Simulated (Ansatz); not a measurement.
# Ansatz input wanted

SnClF− has 3 atoms, charge -1, and is taken as a doublet. SMILES of the parent species: `[F][Sn][Cl]`. The shape is that of a PBE0-D4/def2-TZVP optimisation. That shape belongs to the parent species and isn't relaxed for this state.

```xyz
3

F    -1.3896    0.2231   -0.7444
Sn    0.1643    0.8981    0.1907
Cl    1.2143   -1.1860    0.5405
```

Settings wanted:

- basis set: STO-3G
- integral approximation: none
- task: energy
- method: RPA
- functional: PBE
- dispersion: none
- reference: UKS
- accuracy: high
- frozen core orbitals: 24

Question: Write the Ansatz 0.2.0 input and the command.

Answer: This one ran through:

job.yaml:
```yaml
basis:
  gaussian:
    orbitals: STO-3G
crystal:
  periodic: [false, false, false]
  atoms:
    - {symbol: F, position_ang: [-1.389600, 0.223100, -0.744400]}
    - {symbol: Sn, position_ang: [0.164300, 0.898100, 0.190700]}
    - {symbol: Cl, position_ang: [1.214300, -1.186000, 0.540500]}
total_charge: -1
magnetization:
  spin_polarized: true
  initial_magnetization: 1
hamiltonian:
  xc: pbe
correlation:
  method: rpa
  frozen_orbitals: {Cl: 5, F: 1, Sn: 18}
accuracy: high
```

```bash
$ ansatz run job.yaml --threads 1 --pin off --max-ram 2610MiB --events-out events.jsonl --progress --plain --runs-dir runs
```

Calculated total energy: -6515.92004 Eh. The run is non-relativistic. Without diffuse functions such a state is poorly described.
